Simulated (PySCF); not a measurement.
One group Y is varied and pulled off as a radical: Y-Sn(OCH3)3. Isolated molecules, 0 K electronic values unless said otherwise. Each species was relaxed from one start; no search for lower structures was made at this level. In the def2 sets, heavy atoms carry core potentials. Strings in code marks are SMILES.

The four lowest singlet excitations (Tamm–Dancoff). Method: PBE0-D3(BJ)/def2-SVP (PySCF). Excitations are Tamm–Dancoff values on a coarser integration grid. The basis has no diffuse functions, so Rydberg states are missing or too high.

```csv
state,energy (eV),wavelength (nm),oscillator strength
S1,5.34,232,0.006
S2,5.38,231,0.061
S3,5.53,224,0.030
S4,6.06,204,0.055
```

Name which member gives these states.
A) `C[O][Sn]([O]C)([O]C)[C](F)(F)F`
B) `C[O][Sn]([O]C)([O]C)[C](C)(C)C`
C) `C[O][Sn]([CH2]c1ccccc1)([O]C)[O]C`
D) `C=C[CH2][Sn]([O]C)([O]C)[O]C`

B, `C[O][Sn]([O]C)([O]C)[C](C)(C)C`
